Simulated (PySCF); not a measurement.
## Working out the excitation energy of Si

Si [Ne] 3s2 3p2 (3P) → Si [Ne] 3s1 3p3 (5S). Computed with PySCF 2.14 in aug-cc-pV(D+d)Z (5s4p3d, 32 functions), with no relativity, point nucleus. Frozen: [Ne]. Energies in hartree (1 hartree = 27.21139 eV):

```tsv
part	Si (lower)	Si (upper)
UHF	-288.851096	-288.754115
MP2 opposite-spin	-0.038784	0.000000
MP2 same-spin	-0.008352	-0.017879
```

Question: What does Hartree-Fock give?

Answer: (-288.754115) − (-288.851096) = 0.096981 hartree = 2.639 eV.

Question: What do MP2 and SCS-MP2 (6/5 opposite-spin, 1/3 same-spin) give?

Answer: The opposite-spin parts differ by 1.055 eV and the same-spin parts by -0.259 eV. MP2: 2.639 + (1.055) + (-0.259) = 3.435 eV. SCS-MP2: 2.639 + 1.2 × (1.055) + (-0.259)/3 = 3.819 eV.
